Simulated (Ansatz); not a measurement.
SiCl3(NiPr2) (C6H14Cl3NSi), relaxed as a singlet with RKS r2SCAN-D4/def2-SVP in Ansatz, starting from the GFN2-xTB geometry. Force threshold 0.03 eV/Å.

Start:

```xyz
25

Si    1.8480    0.7113   -1.0122
Cl    2.2103    2.6609   -0.5404
Cl    3.4489   -0.3599   -0.4119
Cl    1.7571    0.5920   -3.0364
N     0.3631    0.1641   -0.3601
C    -0.8900    0.6243   -0.9741
C    -1.7784   -0.5477   -1.3864
C    -1.6295    1.6204   -0.0811
C     0.2237   -0.5995    0.8848
C     0.6668   -2.0512    0.7077
C     0.9562    0.0646    2.0487
H    -0.6110    1.1559   -1.8879
H    -2.1392   -1.1051   -0.5266
H    -2.6381   -0.1734   -1.9358
H    -1.2221   -1.2217   -2.0329
H    -2.0112    1.1499    0.8212
H    -0.9606    2.4290    0.2028
H    -2.4700    2.0411   -0.6266
H    -0.8414   -0.6040    1.1264
H     1.7393   -2.1138    0.5571
H     0.1696   -2.4948   -0.1506
H     0.4079   -2.6243    1.5945
H     0.7011   -0.4382    2.9784
H     2.0321    0.0107    1.9142
H     0.6674    1.1096    2.1272
```

Problem. Estimate the energy that the relaxation releases and the steps that it takes.

Solution. 0.14 eV, in 14 steps; 57 s on 2 threads of AMD EPYC 7R13 on a shared host and a share (18 GiB) of an NVIDIA H100 80GB HBM3. The force fell under the threshold at step 7, but the optimiser went on and released 0.005 eV more. No frequencies were taken in this run, so the end may be a saddle point.

Problem. Does the start keep its bonding and symmetry?

Solution. By distances, no bond broke or formed. The bond that changes most is Si1–Cl3, from 2.02 to 2.06 Å (atoms count from 1).

Problem. Predict the relaxed structure.

Solution. 
Cartesian coordinates in Å:
```
Si 1.8042 0.6562 -1.1096
Cl 1.9908 2.7169 -1.1493
Cl 3.5190 -0.1046 -0.2642
Cl 1.7869 0.0790 -3.0958
N 0.3834 0.1713 -0.3116
C -0.8624 0.6910 -0.9276
C -1.7522 -0.4384 -1.4452
C -1.5976 1.6575 0.0004
C 0.2405 -0.6493 0.9084
C 0.7182 -2.0873 0.7031
C 0.8702 0.0116 2.1353
H -0.5477 1.2783 -1.8111
H -2.1180 -1.0764 -0.6246
H -2.6334 -0.0279 -1.9626
H -1.1949 -1.0691 -2.1540
H -1.9588 1.1535 0.9114
H -0.9321 2.4815 0.2989
H -2.4747 2.0861 -0.5092
H -0.8461 -0.6976 1.0941
H 1.8056 -2.1285 0.5382
H 0.2219 -2.5398 -0.1692
H 0.4882 -2.7000 1.5897
H 0.6457 -0.5697 3.0441
H 1.9647 0.0740 2.0390
H 0.4789 1.0314 2.2714
```
Bond lengths: 4 × C–C 1.53 Å; 3 × Cl–Si 2.06 to 2.07 Å; 2 × C–N 1.48 Å; 1 × N–Si 1.70 Å; 14 × C–H 1.10 to 1.11 Å.
